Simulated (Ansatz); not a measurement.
Cartesian coordinates (Å):
SMILES: O[SiH3]
```xyz
6

O      1.1630    -0.2953    -0.4667
Si    -0.3925     0.0245    -0.0203
H      1.8467    -0.1892     0.1994
H     -0.8431    -0.8632     1.0857
H     -0.5589     1.4326     0.4312
H     -1.2156    -0.2171    -1.2250
```
Charge 0, spin multiplicity 1.

Calculation: frozen-core CCSD(T)/def2-TZVPP // r2SCAN-D4/def2-TZVP in Ansatz (a program for electronic structure).

```yaml
HF energy: -366.21032 Ha
MP2 correlation energy: -0.37625 Ha
```

Q: Estimate the CCSD correlation energy, the (T) correction, the total energy and the T1 diagnostic.

A: 
```
Item                             Value
-----------------------  -------------
CCSD correlation energy    -0.40082 Ha
(T) correction             -0.01209 Ha
CCSD(T) total energy     -366.62322 Ha
T1 diagnostic                    0.011
```
